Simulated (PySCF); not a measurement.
## Electronic absorption of C6H3N

Species: C6H3N.
Cartesian coordinates in Å at the GFN2-xTB level; atoms count from 1:
```xyz
10
C6H3N angstrom
C     -2.3431    1.0094   -0.2991
C     -1.4561    0.0824   -0.1769
C     -0.5548   -0.8596   -0.0507
C      0.8217   -0.6039   -0.1099
C      2.0168   -0.4032   -0.1600
C      3.3541   -0.1773   -0.2161
N      4.4880    0.0130   -0.2634
H     -2.7493    1.2856   -1.2594
H     -2.7221    1.5502    0.5540
H     -0.8463   -1.8920    0.1060
```

Computed with TDDFT PBE0/def2-SVPD, vertical, gas phase, core orbitals frozen in the response in PySCF 2.14.0, density-fitted response routines.

```json
{"state": "S1", "E (eV)": "4.59", "λ (nm)": "270.1", "ν̃ (cm⁻¹)": "37030", "f": "0.0000", "symmetry": "–", "main configurations (H = HOMO, L = LUMO)": "H→L+1 (82%), H-1→L (14%)"}
{"state": "S2", "E (eV)": "4.80", "λ (nm)": "258.1", "ν̃ (cm⁻¹)": "38740", "f": "0.0000", "symmetry": "–", "main configurations (H = HOMO, L = LUMO)": "H-1→L (83%), H→L+1 (15%)"}
{"state": "S3", "E (eV)": "4.82", "λ (nm)": "257.0", "ν̃ (cm⁻¹)": "38910", "f": "0.223", "symmetry": "A′", "main configurations (H = HOMO, L = LUMO)": "H→L (71%), H-1→L+1 (24%)"}
{"state": "S4", "E (eV)": "5.23", "λ (nm)": "236.9", "ν̃ (cm⁻¹)": "42220", "f": "0.0000", "symmetry": "–", "main configurations (H = HOMO, L = LUMO)": "H-2→L (94%)"}
{"state": "S5", "E (eV)": "5.77", "λ (nm)": "214.7", "ν̃ (cm⁻¹)": "46580", "f": "0.0000", "symmetry": "–", "main configurations (H = HOMO, L = LUMO)": "H→L+2 (90%)"}
{"state": "S6", "E (eV)": "6.56", "λ (nm)": "188.9", "ν̃ (cm⁻¹)": "52950", "f": "0.647", "symmetry": "A′", "main configurations (H = HOMO, L = LUMO)": "H-1→L+1 (28%), H-2→L+1 (26%), H-3→L (20%)"}
```

Triplets, Tamm–Dancoff:

| state | E (eV) | λ (nm) | main configurations (H = HOMO, L = LUMO) |
| --- | --- | --- | --- |
| T1 | 3.18 | 389.3 | H→L (94%) |
| T2 | 4.17 | 297.1 | H→L+1 (59%), H-1→L (33%) |

The lowest singlet lies at 4.59 eV (270 nm, ultraviolet) and is dark (f under 0.0005); its leading configuration is HOMO→LUMO+1 (82%). The strongest level in the table is S6 at 6.56 eV (189 nm, f = 0.647). It is the last of those listed, so stronger ones may follow. Löwdin shares by element: HOMO carbon 71% or more (atoms not listed hold the other 29%); LUMO carbon 52% or more, nitrogen 13% (atoms not listed hold the other 36%). Of the 6 states listed, 2 reach f = 0.01 and 4 stay under 0.0005. Orbital energies (eV): HOMO-3 -10.04, HOMO-2 -8.93, HOMO-1 -8.54, HOMO -7.68, LUMO -2.09, LUMO+1 -1.39, LUMO+2 -0.39. The oscillator strengths of these states sum to 0.869; summed over the whole spectrum of an exact calculation they would give the number of electrons, 46 (Thomas–Reiche–Kuhn). Symmetry labels in Cs follow from the direction of the transition dipole and are given only for states with f of 0.002 or more. Singlets were solved by full linear response, triplets in the Tamm–Dancoff approximation.
